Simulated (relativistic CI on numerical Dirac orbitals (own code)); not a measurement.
**d1 to d9 in one octahedral field**

Computed with a parametric ligand-field model without spin-orbit coupling, by exact diagonalisation: B = 630, C = 2600, 10Dq = 7700 cm⁻¹ (Oh; |10Dq|/B = 12.2) for every shell. Energies in cm⁻¹; the field energy is (0.6 n_e − 0.4 n_t2) × 10Dq of the ground term; g labels are left out.

```tsv
Shell	Ground term	Electrons in e	Field energy	First spin-allowed bands	Lowest term of other spin
d1	2T2	0.000	-3080	2E 7700	
d2	3T1	0.065	-5661	3T2 6805, 3A2 14505	1T2 9355
d3	4A2	0.000	-9240	4T2 7700, 4T1 12361	2E 12095
d4	5E	1.000	-4620	5T2 7700	3T1 7524
d5	6A1	2.000	0	none	4T1 13472
d6	5T2	2.000	-3080	5E 7700	1A1 6353
d7	?	?	?	?	?
d8	3A2	2.000	-9240	3T2 7700, 3T1 12361	1E 9948
d9	2E	3.000	-4620	2T2 7700
```

Q: Fill in the row of d7.

A: Ground term: 4T1; Electrons in e: 2.065; Field energy: -5661; First spin-allowed bands: 4T2 6805, 4A2 14505; Lowest term of other spin: 2E 4718. Every shell keeps the spin of the free ion. Only d4 to d7 can choose; the field needed to pair spins is smallest for d6 and largest for d5, which loses most exchange energy. In the strong-field picture 10Dq must exceed about 6B + 5C = 16780 (d4), 7.5B + 5C = 17725 (d5), 2.5B + 4C = 11975 (d6) and 4B + 4C = 12920 (d7); mixing of terms shifts these bounds somewhat. High-spin d^(n+5) repeats the spin-allowed bands of d^n, since the half-filled shell is spherical.
